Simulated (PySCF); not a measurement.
## Working out the ionisation energy of Ne⁺

Ne⁺ [He] 2s2 2p5 (2P) → Ne²⁺ [He] 2s2 2p4 (3P). Computed with PySCF 2.14 in cc-pVDZ-DK, with the spin-free X2C one-electron Hamiltonian (Gaussian nucleus). Frozen: 1s2. Energies in hartree (1 hartree = 27.21139 eV):

| part | Ne⁺ (lower) | Ne²⁺ (upper) |
| --- | --- | --- |
| UHF | -127.903198 | -126.455444 |
| CCSD correlation | -0.144239 | -0.106252 |
| (T) | -0.001024 | -0.000641 |

Q: What does Hartree-Fock give?

A: (-126.455444) − (-127.903198) = 1.447754 hartree = 39.395 eV.

Q: What do CCSD and CCSD(T) give?

A: The CCSD correlation energies differ by 0.037987 hartree = 1.034 eV and the triples by 0.000383 hartree = 0.010 eV, so CCSD gives 40.429 eV and CCSD(T) 40.439 eV.

Reference: 40.963 eV (measured; NIST Atomic Spectra Database, ionization energies), between the lowest levels; spin-orbit coupling is absent from the calculation.

A double-zeta basis recovers only part of the correlation energy.

What remains against the reference includes basis incompleteness, the frozen core and higher excitations.
